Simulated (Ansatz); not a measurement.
Consider the ligand exchange at the Si–C bond: `OC(F)[SiH](F)F` + `N[SiH](O)O` → `O[SiH](O)N[SiH](F)F` + `OCF`.

Computed with Ansatz on PBE0-D4/def2-TZVP structures; ΔE is electronic, products minus reactants. CCSD(T)/CBS adds triple-zeta CCSD(T) − MP2 to the extrapolated MP2 energy (def2 sets, frozen cores). This one scheme is used for every species. DFT in def2-TZVPP. B3LYP here is the variant with VWN-RPA as its local correlation; programs differ in this. Each species was taken in one conformer, which may not be the lowest.

`OC(F)[SiH](F)F`:

Cartesian coordinates in Å:
```
O -0.159 -1.394 -0.834
C -0.300 -0.610 0.288
F 0.434 -1.142 1.349
Si 0.411 1.101 -0.113
F -0.524 1.787 -1.193
F 0.343 1.981 1.203
H -0.661 -2.210 -0.733
H -1.339 -0.572 0.641
H 1.796 1.059 -0.609
```

`N[SiH](O)O`:

```xyz
9

N    -0.799    0.944    0.231
Si    0.568   -0.064   -0.004
O     0.548   -0.546   -1.571
O     0.485   -1.257    1.118
H    -1.042    1.244    1.162
H    -1.007    1.666   -0.441
H     1.909    0.521    0.182
H    -0.294   -0.835   -1.928
H    -0.369   -1.672    1.251
```

`O[SiH](O)N[SiH](F)F`:

```xyz
12

O     1.257    0.389    2.030
Si   -0.122    0.245    1.173
O    -0.469    1.681    0.467
N     0.150   -0.887   -0.088
Si    0.093   -0.563   -1.752
F     0.098   -1.957   -2.509
F    -1.269    0.180   -2.106
H     1.232    0.899    2.841
H    -1.226   -0.191    2.063
H    -1.309    1.775    0.014
H     0.389   -1.835    0.170
H     1.175    0.264   -2.302
```

`OCF`:

Cartesian coordinates in Å:
```
O 0.585 -0.558 -0.718
C -0.315 0.012 0.141
F -0.416 1.373 -0.076
H 1.474 -0.285 -0.474
H -0.038 -0.111 1.194
H -1.290 -0.431 -0.067
```

```
             level  ΔE (kJ/mol)  difference from CCSD(T)/CBS
            PBE-D4       -103.6                         12.6
         r2SCAN-D4       -115.2                          1.0
           ωB97X-V       -112.6                          3.6
           ωB97M-V       -113.4                          2.8
            B2PLYP       -114.0                          2.2
               PBE       -100.7                         15.5
             B3LYP       -108.8                          7.4
     HF/def2-TZVPP       -127.4                        -11.2
    MP2/def2-TZVPP       -120.5                         -4.3
   CCSD/def2-TZVPP       -118.8                         -2.6
CCSD(T)/def2-TZVPP       -117.5                         -1.3
     HF/def2-QZVPP       -128.2                        -12.0
    MP2/def2-QZVPP       -120.1                         -3.9
SCS-MP2/def2-QZVPP       -119.2                         -3.0
      HF/CBS(def2)       -128.4                        -12.2
    CCSD/CBS(def2)       -117.6                         -1.4
       CCSD(T)/CBS       -116.2                            0
```

Largest T1 diagnostic among the species: 0.012.

The D4 term adds −4.6 kJ/mol with B3LYP and −2.7 kJ/mol with PBE0; it sums over pairs of atoms, weighted by their polarisabilities, and B3LYP, whose exchange is more repulsive, gets the larger term. In def2-TZVPP, CCSD(T) changes the Hartree–Fock value by +9.9 kJ/mol (the triples alone add +1.4 kJ/mol) and MP2 by +6.9 kJ/mol. From PBE to PBE0 (25 % exact exchange), in def2-TZVPP and without D4, ΔE moves by −8.9 kJ/mol.
